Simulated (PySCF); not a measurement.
C₃H₆OSi, SMILES C#C[Si@@H](C)O. Coordinates come from a r2SCAN-D4/def2-SVP optimisation. The structure was generated by enumeration; whether it is a known compound was not checked. One conformer was computed; it need not be the lowest.

All values below come from PySCF with r2SCAN-D4/def2-SVP.

Harmonic wavenumbers (cm⁻¹): 113, 141, 166, 217, 243, 334, 383, 593, 680, 710, 726, 729, 747, 829, 853, 889, 937, 1258, 1423, 1426, 2128, 2207, 3041, 3151, 3154, 3457, 3883. Rotational constants (GHz): 5.997, 2.769, 2.109; symmetry number 1.

Question: Work out the zero-point energy and the ideal-gas rigid-rotor harmonic-oscillator thermochemistry at 298.15 K and 1 atm.

Answer: ZPE = ½ Σ hcν = ½ × 34419 cm⁻¹ = 49.20 kcal/mol. H − E(el) = 54.51 kcal/mol. Entropy in cal/(mol K): translation 39.27, rotation 26.62, vibration 17.09, total 82.99. G − E(el) = 29.77 kcal/mol. Cp = 27.92 cal/(mol K). Modes under 150 cm⁻¹ make the vibrational entropy uncertain.
